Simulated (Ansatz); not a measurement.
Calculated with Ansatz (gas phase, PBE0-D4/def2-TZVP geometries, no zero-point term in ΔE). CCSD(T)/CBS is the MP2 limit (def2-TZVPP, def2-QZVPP) plus CCSD(T) − MP2 in def2-TZVPP, frozen cores. Functionals use def2-TZVPP. B3LYP here is the variant with VWN-RPA as its local correlation; programs differ in this. For Ga, Zn outer-core shells are correlated without core-valence functions, which leaves a few kJ/mol of doubt a bond. Scalar relativity is left out up to krypton. Each species was taken in one conformer, which may not be the lowest.

Consider the redistribution: `B[CH2][Zn][GaH2]` + `CN([SiH3])[SiH3]` → `[SiH3][N]([SiH3])[GaH2]` + `B[CH2][Zn][CH3]`.

`B[CH2][Zn][GaH2]`:

```xyz
10

B    -2.058    0.023   -0.088
C    -1.137   -0.471   -1.156
Zn    0.521   -0.050   -0.067
Ga    2.654    0.381    1.053
H    -2.363    1.185   -0.027
H    -2.427   -0.706    0.795
H    -0.959    0.123   -2.056
H    -1.014   -1.544   -1.330
H     3.771    1.299    0.416
H     3.011   -0.240    2.460
```

`CN([SiH3])[SiH3]`:

Z-matrix (Å, degrees):
```
C
N 1 1.462
H 1 1.095 2 110.8
H 1 1.095 2 110.8 3 118.5
H 1 1.096 2 112.4 3 -120.7
Si 2 1.725 1 116.8 3 -153.2
Si 2 1.725 1 116.8 3 34.8
H 6 1.492 2 112.4 1 -64.1
H 6 1.483 2 108.6 1 175.1
H 6 1.490 2 109.5 1 54.5
H 7 1.483 2 108.6 1 -175.2
H 7 1.492 2 112.4 1 64.1
H 7 1.490 2 109.5 1 -54.5
```

`[SiH3][N]([SiH3])[GaH2]`:

Cartesian coordinates in Å:
```
Si 1.147 1.074 0.559
N -0.128 0.053 -0.026
Si 0.194 -1.632 -0.282
Ga -1.809 0.753 -0.373
H 0.628 2.454 0.739
H 1.670 0.576 1.862
H 2.288 1.106 -0.397
H -1.029 -2.292 -0.807
H 1.304 -1.819 -1.257
H 0.598 -2.298 0.987
H -1.985 2.280 -0.107
H -2.878 -0.255 -0.896
```

`B[CH2][Zn][CH3]`:

Cartesian coordinates in Å:
```
B -0.329 2.036 0.221
C -1.378 0.968 0.229
Zn -0.026 -0.485 -0.042
C 1.156 -2.000 -0.302
H 0.038 2.532 -0.811
H 0.244 2.345 1.233
H -1.853 0.669 1.167
H -2.035 0.835 -0.634
H 1.754 -2.179 0.595
H 1.838 -1.814 -1.135
H 0.590 -2.908 -0.521
```

Task: Is it downhill or uphill in electronic energy at CCSD(T)/CBS, and by how much? (Best estimate.)

Result: Computed: Downhill: ΔE = -96.3 kJ/mol.

Task: What do these levels give: PBE-D4, r2SCAN-D4, PBE0-D4, ωB97X-V, B3LYP, HF/def2-TZVPP? (Estimate.)

Result: Computed: PBE-D4 -82.2, r2SCAN-D4 -93.2, PBE0-D4 -80.6, ωB97X-V -86.4, B3LYP -77.0, HF/def2-TZVPP -68.2 kJ/mol.

Largest T1 diagnostic among the species: 0.014.

The D4 term adds −4.6 kJ/mol with B3LYP and −2.3 kJ/mol with PBE0; it sums over pairs of atoms, weighted by their polarisabilities, and B3LYP, whose exchange is more repulsive, gets the larger term. In def2-TZVPP, CCSD(T) changes the Hartree–Fock value by −29.7 kJ/mol (the triples alone add −4.8 kJ/mol) and MP2 by −42.9 kJ/mol.
